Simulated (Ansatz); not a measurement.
Reaction (redistribution): `[SiH3][SiH2][GeH2][GeH2][SiH2][GeH3]` + `F[SiH2][GeH3]` → `[F][GeH2][SiH2][SiH3]` + `[GeH3][SiH2][GeH2][SiH2][GeH3]`

Program: Ansatz. Geometries: PBE0-D4/def2-TZVP. ΔE: electronic, gas phase. CBS: MP2 limit from def2 TZ/QZ plus the TZ coupled-cluster correction, frozen cores. Functionals use def2-TZVPP. B3LYP here is the variant with VWN-RPA as its local correlation; programs differ in this. For Ge outer-core shells are correlated without core-valence functions, which leaves a few kJ/mol of doubt a bond. Scalar relativity is left out up to krypton. One conformer a species, not always the lowest.

`[SiH3][SiH2][GeH2][GeH2][SiH2][GeH3]`:

Cartesian coordinates in Å:
```
Si 0.269 -0.623 2.635
Si 0.016 1.601 1.957
Ge -1.247 1.803 -0.054
Ge 0.128 1.356 -2.004
Si 1.257 -0.722 -1.753
Ge -0.329 -2.424 -1.251
H 1.054 -1.394 1.635
H -1.067 -1.259 2.786
H 0.980 -0.684 3.941
H -0.669 2.352 3.048
H 1.356 2.218 1.748
H -2.425 0.811 -0.029
H -1.834 3.223 -0.162
H 1.140 2.505 -2.175
H -0.764 1.318 -3.260
H 2.000 -1.077 -2.994
H 2.238 -0.602 -0.641
H -1.185 -2.721 -2.495
H 0.354 -3.725 -0.802
H -1.272 -1.957 -0.128
```

`F[SiH2][GeH3]`:

```xyz
8

F     1.182    0.881   -1.745
Si    0.445    1.051   -0.329
Ge   -0.458   -1.042    0.356
H     1.449    1.549    0.646
H    -0.623    2.070   -0.494
H    -1.493   -1.552   -0.659
H    -1.154   -0.863    1.717
H     0.650   -2.095    0.508
```

`[F][GeH2][SiH2][SiH3]`:

Z-matrix (Å, degrees):
```
Ge
Si 1 2.385
F 1 1.754 2 105.5
H 1 1.540 2 113.7 3 114.7
H 1 1.539 2 115.9 3 -116.0
Si 2 2.338 1 108.7 3 -42.0
H 2 1.490 1 107.8 3 -162.6
H 2 1.488 1 109.2 3 79.6
H 6 1.487 2 109.1 1 -54.6
H 6 1.487 2 110.3 1 -174.3
H 6 1.485 2 109.6 1 65.2
```

`[GeH3][SiH2][GeH2][SiH2][GeH3]`:

Z-matrix (Å, degrees):
```
Ge
Si 1 2.379
H 1 1.538 2 109.9
H 1 1.538 2 110.2 3 119.1
H 1 1.538 2 111.5 3 -120.3
Ge 2 2.381 1 109.7 3 -59.3
H 2 1.489 1 109.1 3 59.7
H 2 1.489 1 110.0 3 178.4
Si 6 2.381 2 108.6 1 49.6
H 6 1.541 2 109.9 1 -71.1
H 6 1.541 2 110.3 1 170.0
Ge 9 2.379 6 109.6 2 49.6
H 9 1.489 6 108.7 2 -69.6
H 9 1.489 6 111.0 2 171.3
H 12 1.538 9 111.5 6 -179.9
H 12 1.538 9 109.9 6 -59.6
H 12 1.538 9 110.2 6 59.5
```

```csv
level,ΔE (kJ/mol),difference from CCSD(T)/CBS
PBE-D4,75.3,-14.1
PBE0-D4,79.9,-9.5
B3LYP-D4,84.1,-5.3
ωB97X-V,79.1,-10.3
ωB97M-V,84.9,-4.5
B2PLYP,82.4,-7.0
r2SCAN,79.2,-10.2
PBE0,76.1,-13.3
B3LYP,78.2,-11.2
HF/def2-TZVPP,79.8,-9.6
SCS-MP2/def2-TZVPP,86.4,-3.0
CCSD/def2-TZVPP,86.1,-3.3
CCSD(T)/def2-TZVPP,85.6,-3.8
HF/def2-QZVPP,80.0,-9.4
SCS-MP2/def2-QZVPP,88.0,-1.4
HF/CBS(def2),80.1,-9.3
CCSD(T)/CBS,89.4,0
```

Largest T1 diagnostic among the species: 0.013.

In def2-TZVPP, CCSD(T) changes the Hartree–Fock value by +5.8 kJ/mol (the triples alone add −0.5 kJ/mol) and MP2 by +10.9 kJ/mol. The D4 term adds +5.9 kJ/mol with B3LYP and +3.8 kJ/mol with PBE0; it sums over pairs of atoms, weighted by their polarisabilities, and B3LYP, whose exchange is more repulsive, gets the larger term. From PBE to PBE0 (25 % exact exchange), in def2-TZVPP and without D4, ΔE moves by +4.6 kJ/mol.
